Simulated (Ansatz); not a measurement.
`[OH][GaH][OH]` + H₂ → `[OH][GaH2]` + H₂O  (hydrogenolysis of a Ga–O bond)

Gas-phase electronic energies from Ansatz, PBE0-D4/def2-TZVP geometries. CCSD(T)/CBS adds triple-zeta CCSD(T) − MP2 to the extrapolated MP2 energy (def2 sets, frozen cores). This one scheme is used for every species. DFT in def2-TZVPP. For Ga outer-core shells are correlated without core-valence functions, which leaves a few kJ/mol of doubt a bond. Scalar relativity is left out up to krypton. One conformer a species, not always the lowest.

| species | B97M-V energy (Eh) |
| --- | --- |
| `[OH][GaH][OH]` | -2076.81662 |
| H₂ | -1.17250 |
| `[OH][GaH2]` | -2001.53852 |
| H₂O | -76.43622 |

Question: Work out ΔE.

Answer: ΔE = (-2001.53852) + (-76.43622) − (-2076.81662) − (-1.17250) = 0.01438 Eh = +37.8 kJ/mol. CCSD(T)/CBS gives +46.7 kJ/mol.

Largest T1 diagnostic among the species: 0.015.

At CCSD(T), def2-SVP lies +3.4 kJ/mol from the extrapolated value and def2-TZVPP +1.5 kJ/mol. From PBE to PBE0 (25 % exact exchange), in def2-TZVPP and without D4, ΔE moves by −4.1 kJ/mol.
